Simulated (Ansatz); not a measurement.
A nudged elastic band was laid between two geometries of ClF$_{3}$H$_{2}$OW (8 atoms, charge 0, multiplicity 1).

These are results of Ansatz 0.2.0, RKS PBE/def2-SVP, not measurements.

```
movable images  : 5
climbing image  : yes
spring          : 5.0 eV/Å²
optimiser       : quadratic models (default)
start path      : through a guess of the saddle point
force threshold : 0.05 eV/Å
iteration limit : 60
end points      : relaxed
```

First end point:

```xyz
8
Properties=species:S:1:pos:R:3
W -0.051 -0.053 0.070
O 0.028 -0.350 1.935
H 0.878 -0.397 2.412
H 1.514 0.443 0.551
F -0.075 1.736 -0.513
F -1.855 0.381 0.416
Cl -0.490 -2.302 -0.259
F 0.949 -0.281 -1.505
```

Last end point:

```xyz
8
Properties=species:S:1:pos:R:3
W -0.127 -0.054 -0.434
O 0.703 0.206 1.645
H -0.018 0.081 2.309
H 1.467 -0.353 1.885
F 0.400 1.728 -0.531
F -1.517 0.001 0.889
Cl 0.033 -2.336 -0.359
F -0.043 -0.094 -2.297
```

(1) Which bonds break or form, and what moves?

(2) Give the energies along the band, and the barrier.

The band took 60 iterations and about 15 core-minutes.

Answers

(1) Bonds broken: W1–H4. Bonds formed: O2–H4.

(2) The run ended unconverged. The highest image is number 4 of 0 to 6, 27.4 kcal/mol above the first end and 4.9 kcal/mol above the last; the last end lies 22.5 kcal/mol above the first. The band didn't meet its force threshold, so its energies are provisional: the largest band force was still 0.15 eV/Å, and over the last iterations the top stayed at 1.19 eV. Neighbouring images lie up to 2.4 Å apart, so the band is torn or far too coarse. Inner images lie below an end point, which means an intermediate or an end that isn't the lowest structure nearby. The orbitals stay closed-shell, which can raise the energy where a bond breaks towards radicals; this wasn't checked here.

| image | path coordinate (Å) | energy (kcal/mol) | W1–H4 (Å) | O2–H4 (Å) |
| --- | --- | --- | --- | --- |
| 0 | 0.00 | 0.0 | 1.71 | 2.18 |
| 1 | 2.21 | 8.9 | 1.66 | 1.98 |
| 2 | 4.39 | -1.4 | 1.73 | 2.29 |
| 3 | 6.51 | 3.3 | 1.69 | 1.96 |
| 4 | 8.64 | 27.4 | 2.83 | 0.98 |
| 5 | 11.04 | 22.5 | 2.77 | 0.99 |
| 6 | 13.45 | 22.5 | 2.83 | 0.98 |

Time of the run: 7.9 min on 2 threads of Intel(R) Xeon(R) 6975P-C (Granite Rapids) (shared host), peak memory 0.25 GiB.
